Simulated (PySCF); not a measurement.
What went wrong, or what changed?

The sound run of Ce2O4 (singlet) uses PySCF 2.14.0, RKS B3LYP, Ce lcecp-2-SVP with ECP46, O def2-SVP; non-relativistic Hamiltonian with scalar-relativistic core potentials where named; density fitting; no spin-orbit coupling, grid (50, 194), threshold 1e-8 and 55 cycles at the relaxed geometry:
```xyz
6

Ce    0.0000   -0.4375    1.6639
Ce    0.0000   -0.4375   -1.6639
O     1.3412   -0.5384    0.0000
O    -1.3412   -0.5384    0.0000
O     0.0000    1.2939    2.3767
O     0.0000    1.2939   -2.3767
```
This run, with dm0 from free metal ions and neutral atoms, differs:

```python
mol = gto.M(atom='''
Ce     0.00000    -0.43755     1.66390
Ce     0.00000    -0.43755     0.56390
O      1.34120    -0.53841    -0.00000
O     -1.34120    -0.53841     0.00000
O      0.00000     1.29391     2.37672
O     -0.00000     1.29391    -2.37672''',
    basis={'Ce': 'lcecp-2-SVP', 'O': 'def2-SVP'},
    ecp={'Ce': 'lcecp-2-SVP'},
    charge=0, spin=0)
mf = dft.RKS(mol, xc='B3LYP')
mf.grids.atom_grid = (50, 194)  # f atoms: unpruned, at least (60, 302)
mf = mf.density_fit()  # fitting sets: Ce AutoAux, O def2-universal-JKFIT
mf.conv_tol = 1e-08; mf.max_cycle = 71
mf.kernel(dm0)
mf.nuc_grad_method().kernel()
```

What was changed, and how did it end?

One atom was put far too close to the first. It converged in 34 cycles, 346.677 eV from the sound run, largest force component 1117.48 eV/Å. The cycle limit differs too. These settings are unsound on purpose: the numbers aren't the compound's.
```
init E= -385.401675429419
cycle= 1 E= -347.78129460846  delta_E= 37.6  |g|= 7.28  |ddm|= 17.2
cycle= 2 E= -276.238386103176  delta_E= 71.5  |g|= 12.6  |ddm|=  135
cycle= 3 E= -362.750998236107  delta_E= -86.5  |g|= 3.34  |ddm|=  140
cycle= 4 E= -355.87508996733  delta_E= 6.88  |g|= 4.54  |ddm|= 97.8
cycle= 5 E= -364.476698632078  delta_E= -8.6  |g|= 1.85  |ddm|= 96.7
...
cycle= 32 E= -365.327896287535  delta_E= -1.43e-06  |g|= 0.00141  |ddm|= 0.00172
cycle= 33 E= -365.327897036746  delta_E= -7.49e-07  |g|= 7.11e-05  |ddm|= 0.0023
cycle= 34 E= -365.327897037216  delta_E= -4.7e-10  |g|= 4.29e-05  |ddm|= 0.000105
Extra cycle  E= -365.327896967393  delta_E= 6.98e-08  |g|= 0.000447  |ddm|= 0.000769
converged SCF energy = -365.327896967393
```

Run from Python with OMP_NUM_THREADS=2; the lines above give its settings.
It took 24 s on 2 threads of AMD EPYC 7R43 64-Core Processor (Zen 3) (shared host).
